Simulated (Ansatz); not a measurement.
Compare A (`N[SiH2][SiH2]N`) with its isomer B (`N[SiH](N)[SiH3]`).

Program: Ansatz. Geometries: PBE0-D4/def2-TZVP. ΔE: electronic, gas phase. CCSD(T)/CBS is the MP2 limit (def2-TZVPP, def2-QZVPP) plus CCSD(T) − MP2 in def2-TZVPP, frozen cores. DFT in def2-TZVPP. B3LYP here is the variant with VWN-RPA as its local correlation; programs differ in this. One conformer a species, not always the lowest.

Question: Which is lower in electronic energy at CCSD(T)/CBS, and by how much? (Estimate.)

Answer: Computed: B, by 22.5 kJ/mol.

Question: Give E(B) − E(A) in kJ/mol with B3LYP-D4, HF/def2-TZVPP, MP2/def2-TZVPP, CCSD(T)/def2-SVP, PBE0-D4, r2SCAN-D4, BLYP-D4. (Estimate.)

Answer: The calculation gave: B3LYP-D4 -21.9, HF/def2-TZVPP -21.4, MP2/def2-TZVPP -21.0, CCSD(T)/def2-SVP -16.8, PBE0-D4 -22.3, r2SCAN-D4 -24.1, BLYP-D4 -22.1. None reverses the order clearly.

Question: Does the order hold for the free energy at 298.15 K (harmonic terms from PBE0-D4)? (An estimate is asked.)

Answer: Computed: Yes: G(B) − G(A) = -25.7 kJ/mol, for one conformer each. Modes under 60 cm⁻¹, often nearly free rotors, make the harmonic entropy too high.

Largest T1 diagnostic: 0.011.

Leaving LDA and LC-ωPBE aside and taking each functional with its dispersion term where it has one, the values, not all of them listed here, spread over 4.0 kJ/mol, from B97M-V to ωB97X-V. At CCSD(T), def2-SVP lies +5.7 kJ/mol from the extrapolated value and def2-TZVPP +0.7 kJ/mol.
